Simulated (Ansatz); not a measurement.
Basis-set extrapolation for ClH$_{7}$N$_{2}$Si$_{2}$ (`N[SiH2][SiH](N)Cl`) (PBE0-D4/def2-TZVP geometry, frozen core, Ansatz). Multiplicity 1, RHF reference.

```tsv
	def2-TZVPP	def2-QZVPP
HF	-1150.542629	-1150.579338
MP2 correlation	-0.863905	-0.934402
CCSD(T) correlation	-0.959340	not run
```

Energies in hartree. Use E(X) = E(∞) + A·exp(−7.88·√X) for Hartree–Fock and E(X) = E(∞) + B·X^(−2.97) for correlation, with X = 3 and 4, and add CCSD(T) minus MP2 of the smaller set to the MP2 limit.

Q: What is the CCSD(T) energy at the basis-set limit?

A: HF limit: -1150.579338 + (-0.036709) × 0.13774 = -1150.58439. MP2 limit: -0.934402 + (-0.070497) × 0.74074 = -0.98662. Higher-order term: -0.959340 − (-0.863905) = -0.09543. Total: -1151.66644 hartree, 4.48 eV below CCSD(T)/def2-TZVPP.
